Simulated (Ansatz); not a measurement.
Clusters of 8 atoms, IV-VI: PBE0-D4/def2-TZVP single points in Ansatz on relaxed structures, gas phase. Each cluster is the lowest isomer that a short search found in that spin, judged at the geometry's level, and lower ones may exist. Core potentials for Pb, Sn, Te, no spin–orbit coupling. HOMO and LUMO are taken over both spins. Binding counts from free atoms in the multiplicity of their measured ground term, without zero-point energy. Singlets are spin-restricted. A dash marks a value that wasn't run or was left out as unsound. The structures are stationary points that may keep the symmetry of their start. Remarks come from the PBE and PBE0 runs and from stability tests at other levels; not every state was tested.

```tsv
species	atoms	state	geometry	HOMO (eV)	LUMO (eV)	gap (eV)	binding per atom (eV)	lowest of the spins relaxed	point group (within 0.1 Å)	remarks
Si4O4	8	singlet	B3LYP-D4/def2-SVP	-6.86	-2.52	4.34	4.88	–	D2d	restricted SCF unstable in HF
Te4Pb4	8	singlet	PBE-D4/def2-SVP	-5.74	-2.14	3.61	2.81	–	Td	–
Sn4O4	8	singlet	PBE-D4/def2-SVP	-6.76	-1.71	5.06	3.94	–	Td	–
Si4S4	8	singlet	PBE-D4/def2-SVP	-6.43	-2.37	4.06	3.76	–	Td	–
Si4Se4⁺	8	doublet	PBE-D4/def2-SVP	-10.32	-8.49	1.83	–	doublet, of doublet/quartet	–	–
Sn2O6 (with 4 O–O bonds)	8	singlet	B3LYP-D4/def2-SVP	-7.16	-1.81	5.35	2.93	–	Cs	–
Sn4Se4	8	singlet	PBE-D4/def2-SVP	-6.14	-2.20	3.95	3.18	–	Td	–
```

The gap (eV) runs from 1.83 (Si4Se4⁺) to 5.35 (Sn2O6 (with 4 O–O bonds)).
